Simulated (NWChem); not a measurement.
System meant: SnNH$_{4}$Cl; SMILES [Cl][SnH2][NH2]

Input file for NWChem:

```
start job
memory heap 200 mb stack 900 mb global 1100 mb
geometry units angstroms noautoz
  Sn    -0.331747     0.404147    -0.033589
  N      1.329723     1.551938     0.115404
  Cl     0.143702    -1.874542     0.430847
  H     -0.871658     0.455786    -1.651128
  H     -1.438995     0.910903     1.160840
  H      2.063026     1.303283    -0.546008
  H      1.742092     1.561825     1.046457
end
basis spherical
  * library def2-svp
end
ecp
  Sn library def2-ecp
end
dft
  odft
  mult 2
  xc pbe0
  iterations 150
  mulliken
end
task dft energy
```

End of the output:

```
                                 NWChem DFT Module
                                 -----------------

 Summary of "ao basis" -> "ao basis" (spherical)
 ------------------------------------------------------------------------------
       Tag                 Description            Shells   Functions and Types
 ---------------- ------------------------------  ------  ---------------------
 Sn                         def2-svp                10       26   4s4p2d
 N                          def2-svp                 6       14   3s2p1d
 Cl                         def2-svp                 8       18   4s3p1d
 H                          def2-svp                 3        5   2s1p

 Summary of "ao basis" -> "ao basis" (spherical)
 ------------------------------------------------------------------------------
       Tag                 Description            Shells   Functions and Types
 ---------------- ------------------------------  ------  ---------------------
 Sn                         def2-svp                10       26   4s4p2d
 N                          def2-svp                 6       14   3s2p1d
 Cl                         def2-svp                 8       18   4s3p1d
 H                          def2-svp                 3        5   2s1p

      Symmetry analysis of basis
      --------------------------

        a'         51
        a"         27

  number of electrons :                   50
  multiplicity        :                    2
 ------------------------------------------------------------------------
  no. of electrons and multiplicity not compatible                  50
 ------------------------------------------------------------------------
 ------------------------------------------------------------------------
  current input line :
    25: task dft energy
 ------------------------------------------------------------------------
 ------------------------------------------------------------------------
 There is an error in the input file
 ------------------------------------------------------------------------
 For more information see the NWChem manual at https://nwchemgit.github.io

0: no. of electrons and multiplicity not compatible:Received an Error in Communication
```

Find the fault in this run and fix the input.

The input was rejected before any calculation. Cause: the multiplicity doesn't fit the number of electrons (an even count wants an odd multiplicity, and the reverse). This input runs:
```
start job
memory heap 200 mb stack 900 mb global 1100 mb
geometry units angstroms noautoz
  Sn    -0.331747     0.404147    -0.033589
  N      1.329723     1.551938     0.115404
  Cl     0.143702    -1.874542     0.430847
  H     -0.871658     0.455786    -1.651128
  H     -1.438995     0.910903     1.160840
  H      2.063026     1.303283    -0.546008
  H      1.742092     1.561825     1.046457
end
basis spherical
  * library def2-svp
end
ecp
  Sn library def2-ecp
end
dft
  xc pbe0
  iterations 150
  mulliken
end
task dft energy
```
It converges to -731.28221 Ha (PBE0/def2-SVP with def2 effective core potentials on Sn).
